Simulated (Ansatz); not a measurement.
Calculated with Ansatz (gas phase, PBE0-D4/def2-TZVP geometries, no zero-point term in ΔE). CBS: MP2 limit from def2 TZ/QZ plus the TZ coupled-cluster correction, frozen cores. This one scheme is used for every species. DFT in def2-TZVPP. Each species was taken in one conformer, which may not be the lowest.

Consider the formal exchange of groups at the Si–O bond: `O[Si](O)(F)S` + SiH₄ → `O[Si](F)([SiH3])S` + H₂O.

```tsv
level	ΔE (kJ/mol)
r2SCAN-D4	118.6
ωB97M-V	124.9
```

(1) What does CCSD(T)/CBS give? (Estimate.)

Largest T1 diagnostic among the species: 0.013.

## Answers

(1) Ansatz gave: +117.3 kJ/mol. The listed levels differ from it by 1.3, 7.6 kJ/mol.

In def2-TZVPP, CCSD(T) changes the Hartree–Fock value by −24.8 kJ/mol (the triples alone add −3.6 kJ/mol) and MP2 by −20.8 kJ/mol. From PBE to PBE0 (25 % exact exchange), in def2-TZVPP and without D4, ΔE moves by +9.2 kJ/mol. The D4 term adds −5.2 kJ/mol with B3LYP and −3.2 kJ/mol with PBE0; it sums over pairs of atoms, weighted by their polarisabilities, and B3LYP, whose exchange is more repulsive, gets the larger term.

CCSD(T)/CBS has its own doubt, a few kJ/mol and more with outer-core shells, so smaller differences from it don't rank the levels.

B3LYP here is the variant with VWN-RPA as its local correlation; programs differ in this.
